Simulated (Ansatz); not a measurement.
System: LuF (charge 0, singlet). 
Structure (B3LYP-D3(BJ)/def2-TZVP (Ansatz, a program for electronic structure) minimum search):
SMILES: [F][Lu]
```xyz
2

Lu     0.0000     0.0000    -0.2159
F      0.0000     0.0000     1.7033
```

Total electronic energies in hartree. Valence correlation only, unless marked. No spin-orbit coupling. Frozen are the shells of the preceding noble gas and the d and f shells that filled before the atom's block. In def2 rows, elements after Kr have scalar-relativistic effective core potentials. CBS marks a two-point X^-3 extrapolation of the correlation energy; Hartree-Fock from the larger set.

The Hartree-Fock reference is unstable (checked in the largest basis), which strains HF and MP2. 

```
level                                      program  energy (Eh)
----------------------------------  --------------  -----------
HF/def2-SVP                                 Ansatz  -1331.84356
PBE-D4/def2-TZVP                    Ansatz + dftd4  -1336.42401
revPBE-D3(BJ)/def2-TZVP             Ansatz + dftd3  -1336.54324
revPBE/def2-TZVP                            Ansatz  -1336.54181
B97M-V/def2-TZVP                            Ansatz  -1334.72501
B3LYP-D3(BJ)/def2-TZVP              Ansatz + dftd3  -1336.24263
PBE0/def2-SVP                               Ansatz  -1335.82705
r2SCANh-D4/def2-TZVP                Ansatz + dftd4  -1335.45972
r2SCAN0-D4/def2-TZVP                Ansatz + dftd4  -1335.35953
CAM-B3LYP-D3(BJ)/def2-TZVP          Ansatz + dftd3  -1336.10576
LC-wPBE-D3(BJ)/def2-TZVP            Ansatz + dftd3          [?]
B2PLYP-D4/def2-TZVP                 Ansatz + dftd4  -1334.74429
MP2/def2-TZVPP                              Ansatz  -1332.30814
MP2/def2-QZVPP                              Ansatz  -1332.34909
CCSD(T)/CBS(def2-TZVPP,def2-QZVPP)          Ansatz   -1332.3828
```

Task: Complete the blanks.

Result: 
- LC-wPBE-D3(BJ)/def2-TZVP, energy (Eh): -1336.43331
